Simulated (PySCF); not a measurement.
From a computed spectrum to the compound

A species of 9 atoms with charge 1 has these harmonic modes (PBE0, small Gaussian bases with core potentials, PySCF 2.14.0):

| cm⁻¹ | km/mol | symmetry |
| --- | --- | --- |
| 12 | 0.0 | a |
| 30 | 1.3 | b |
| 115 | 0.2 | a |
| 294 | 0.0 | a |
| 317 | 35.7 | b |
| 374 | 4.8 | b |
| 406 | 2.8 | a |
| 464 | 124.6 | b |
| 487 | 37.0 | a |
| 1148 | 4.6 | b |
| 1152 | 9.9 | a |
| 1368 | 3.9 | a |
| 1369 | 20.0 | b |
| 1374 | 20.1 | b |
| 1380 | 15.2 | a |
| 3002 | 12.6 | b |
| 3003 | 5.3 | a |
| 3104 | 0.0 | a |
| 3105 | 0.3 | b |
| 3118 | 0.1 | a |
| 3119 | 0.1 | b |

**Question.** Which species is it, and in which structure?

**Answer.** [Nd(CH3)2]+ (singlet in the valence; each metal's 4f electrons, 3 of them, lie in its core potential, out of spins and levels):
```xyz
9

Nd    0.0000    0.0000   -0.2746
C     1.7440    0.0211    1.2396
H     2.7285   -0.2231    0.7982
H     1.8321    1.0109    1.7294
H     1.5394   -0.7099    2.0459
C    -1.7440   -0.0211    1.2396
H    -2.7285    0.2231    0.7982
H    -1.8321   -1.0109    1.7294
H    -1.5394    0.7099    2.0459
```
Ideal gas at 298.15 K and 1 bar: S = 381.7 J/(mol K), Cp = 99.2 J/(mol K), H − H(0 K) = 21.8 kJ/mol (rigid rotor, harmonic modes, spin degeneracy alone, that of the 4f electrons in the core included; the modes under 60 cm⁻¹ make these uncertain). An lcecp potential fixes the number of 4f electrons, so in runs with it no electron can move into or out of that shell.
 This is one of several that fit.
